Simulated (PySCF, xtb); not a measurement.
C₄H₄ClF, SMILES C(=C/F)/C(Cl)=C. Other conformers were not sampled.

Harmonic wavenumbers (cm⁻¹) from GFN2-xTB in xtb at its own minimum, in rising order: 47, 161, 299, 305, 362, 553, 627, 664, 718, 796, 867, 873, 912, 1031, 1178, 1242, 1312, 1384, 1630, 1684, 3071, 3090, 3120, 3160.

Task: What does PySCF with PBE-D3(BJ)/def2-SVP give at its own minimum? (An estimate is asked for; the answer gives what the named calculation found.)

Result: 67, 171, 312, 322, 379, 590, 627, 658, 758, 775, 828, 888, 894, 1039, 1203, 1255, 1325, 1390, 1600, 1691, 3096, 3109, 3127, 3208. Paired by order, the mean absolute difference is 19 cm⁻¹ and the zero-point energies are 41.6 and 41.9 kcal/mol.
